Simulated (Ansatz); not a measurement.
Input file for ClGeH$_{5}$Sn (`[Cl][SnH2][GeH3]`):

```yaml
crystal:
  periodic: [false, false, false]
  atoms:
    - {symbol: Cl, position_ang: [-2.476561, 1.343737, -0.037275]}
    - {symbol: Sn, position_ang: [-0.428481, 0.659902, -0.952065]}
    - {symbol: Ge, position_ang: [0.696312, -0.782990, 0.888733]}
    - {symbol: H, position_ang: [-0.838830, -0.186470, -2.375331]}
    - {symbol: H, position_ang: [0.392894, 2.106170, -1.331593]}
    - {symbol: H, position_ang: [0.900634, 0.074968, 2.143764]}
    - {symbol: H, position_ang: [2.057593, -1.296727, 0.393164]}
    - {symbol: H, position_ang: [-0.211461, -1.975690, 1.214802]}
basis:
  gaussian: {orbitals: def2-TZVPP}
correlation: {method: ccsd_t}
output: {orbitals: {seedname: orbitals}}
```

```sh
$ ansatz run in.yaml --threads 4 --pin off --events-out ev --progress --plain
```

Log, shortened:

```
Functional definition: HF
1406 factors; integrals over basis functions are off by at most 9.7e-4 eV
mean field evaluation 1: about -74861.9687 eV, gradient 1.8e1 eV
mean field evaluation 2: about -74862.0952 eV, gradient 1.8e1 eV
mean field evaluation 4: about -74863.4758 eV, gradient 2.4e0 eV
mean field evaluation 8: about -74863.5012 eV, gradient 1.8e-1 eV
mean field -74863.50128365 eV, -2751.1829278705 hartree, gradient 2.6e-6 eV, S^2 0.000000; 0 other end points of the search recorded, 0 dependent functions left out
18 core orbitals not correlated: weight in the atoms' cores, before any rotation towards them, 1.000 or more for the frozen orbitals, at most 0.000 for the correlated occupied ones
reference -74863.50128365 eV, -2751.1829278705 hartree; 20, 20 occupied and 172, 172 virtual orbitals, 1406 factors
second order -21.31790279 eV of doubles, -0.00000000 eV of singles
cycle   1  -21.51513197 eV  change   -2.0e-1 eV  update   1.1e-1
cycle   2  -22.16917671 eV  change   -6.5e-1 eV  update   3.1e-2
cycle   3  -22.23900631 eV  change   -7.0e-2 eV  update   1.4e-2
cycle   4  -22.22734104 eV  change    1.2e-2 eV  update   3.4e-3
cycle   5  -22.22621774 eV  change    1.1e-3 eV  update   1.2e-3
cycle   6  -22.22608914 eV  change    1.3e-4 eV  update   3.3e-4
cycle   7  -22.22600675 eV  change    8.2e-5 eV  update   1.2e-4
cycle   8  -22.22601440 eV  change   -7.6e-6 eV  update   3.6e-5
perturbative correction -0.74280289 eV, -0.0272975026 hartree
Total energy: -74886.47010094 eV, -2752.0270163370 hartree
```

It took 2.2 min on 4 threads of a server CPU on a shared host, with 3.1 GiB of host memory at the peak.

The correlation energy is -22.969 eV, 3.2 % of it from (T); the T1 diagnostic reads 0.0118.
